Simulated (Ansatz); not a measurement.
Reactions of C$_{2}$H$_{9}$BOSi (`BC(C)O[SiH3]`).

Computed with Ansatz on PBE0-D4/def2-TZVP structures; ΔE is electronic, products minus reactants. CCSD(T)/CBS is the MP2 limit (def2-TZVPP, def2-QZVPP) plus CCSD(T) − MP2 in def2-TZVPP, frozen cores. This one scheme is used for every species. DFT in def2-TZVPP. B3LYP here is the variant with VWN-RPA as its local correlation; programs differ in this. Triplets are unrestricted, without spin–orbit coupling. For Ge outer-core shells are correlated without core-valence functions, which leaves a few kJ/mol of doubt a bond. Scalar relativity is left out up to krypton. Each species was taken in one conformer, which may not be the lowest.

```tsv
reaction	CCSD(T)/CBS(def2) (kJ/mol)
`BC(C)O[SiH3]` + `N[SiH2][SiH3]` → `BN[SiH2][SiH3]` + `CCO[SiH3]`	-151
`BC(C)O[SiH3]` → `BC(O)[SiH2]C`	?
`BC(C)O[SiH3]` → `BOC(C)[SiH3]`	-53
`BC(C)O[SiH3]` → `CB(C)O[SiH3]`	-291
`BC(C)O[SiH3]` + H₂O → `CC(O)O[SiH3]` + BH₃	?
`BC(C)O[SiH3]` + `[CH3][GeH3]` → `[BH2][GeH2][CH3]` + `CCO[SiH3]`	3
`BC(C)O[SiH3]` + `OCS` → `BSCO` + `CCO[SiH3]`	-124
`BC(C)O[SiH3]` → `BCO[SiH3]` + `[CH2]` (triplet)	439
`BC(C)O[SiH3]` → `CBC[SiH2]O`	-171
`BC(C)O[SiH3]` + H₂ → `BCO[SiH3]` + CH₄	?
```

**Question.** Fill in the missing values. (Best estimate.)

**Answer.** The calculation gave: `BC(C)O[SiH3]` → `BC(O)[SiH2]C`: +44.3 kJ/mol; `BC(C)O[SiH3]` + H₂O → `CC(O)O[SiH3]` + BH₃: +43.1 kJ/mol; `BC(C)O[SiH3]` + H₂ → `BCO[SiH3]` + CH₄: -64.1 kJ/mol.

Largest T1 diagnostic: 0.014, for `BSCO`.
